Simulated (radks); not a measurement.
Trend from Co2+ to Ir2+: ionisation energy by Delta-SCF between NIST ground configurations, and size. All-electron calculation, Dirac Kohn-Sham, PBEsol, spin-unpolarised, spherical densities, finite nucleus; open shells fill j = l - 1/2 first; Fermi nuclear charge, rms radius of each element as measured or else 0.836 A^(1/3) + 0.57 fm. Program: a radial shooting solver on a logarithmic mesh with Libxc functionals.

| species | configuration | IE (eV) | NIST (eV) | kind | outermost | <r> outermost (bohr) | r at 0.001 e/bohr^3 (bohr) |
|---|---|---|---|---|---|---|---|
| Co2+ | [Ar] 3d7 | 35.721 | 33.5 | semi-emp. | 3d5/2 | 1.02 | 3.01 |
| Rh2+ | [Kr] 4d7 | 32.238 | 31.060 | semi-emp. | 4d5/2 | 1.45 | 3.42 |
| Ir2+ | [Xe] 4f14 5d7 | 29.827 | 28 | theory | 5d5/2 | 1.65 | 3.60 |

Reference values: NIST Atomic Spectra Database (exp. = measured, semi-emp. = semi-empirical, theory = theoretical value adopted there). Spin polarisation and multiplet splitting are left out, so open shells lie too high by an amount that depends on their filling.

Beside tabulated values, note that spin-unpolarised runs miss the spin-polarisation part of the exchange energy of open shells.
